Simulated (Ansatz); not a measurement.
The cluster Ag₃O⁺, relaxed as a triplet with UKS B3LYP-D4/def2-SVP in Ansatz, starting from the B3LYP-D4/def2-SVP geometry of the charge +1 singlet. Force threshold 0.02 eV/Å.

In the def2 sets Ag takes a core potential; there is no spin–orbit coupling. At B3LYP-D4/def2-SVP a singlet of charge 1 lies 1.62 eV below the triplet, each at its own geometry. The structure comes from a short search, and lower isomers may exist.

Start:

```xyz
4

Ag    0.300    1.852   -0.873
Ag    0.502   -1.722   -1.032
Ag   -0.868   -0.132    1.874
O     0.067    0.002    0.030
```

(1) Estimate the energy that the relaxation releases and the steps that it takes.

(2) Does the start keep its bonding and symmetry?

(3) Predict the relaxed structure.

Results:

(1) 0.15 eV, in 4 steps; 22 s on 4 threads of Arm Neoverse V2 on a shared host. No frequencies were taken in this run, so the end may be a saddle point.

(2) By distances, no bond broke or formed. The bond that changes most is Ag2–O4, from 2.07 to 2.19 Å (atoms count from 1). Point group C3v at the start, D3h at the end, both within 0.05 Å.

(3) 
```tsv
atom	x (Å)	y (Å)	z (Å)
Ag1	0.3404	1.9643	-0.9147
Ag2	0.5545	-1.8248	-1.0834
Ag3	-0.8972	-0.1396	1.9968
O4	0.0024	0.0001	0.0013
```
Bond lengths (bridged metal pairs left out): 3 × Ag–O 2.19 Å.
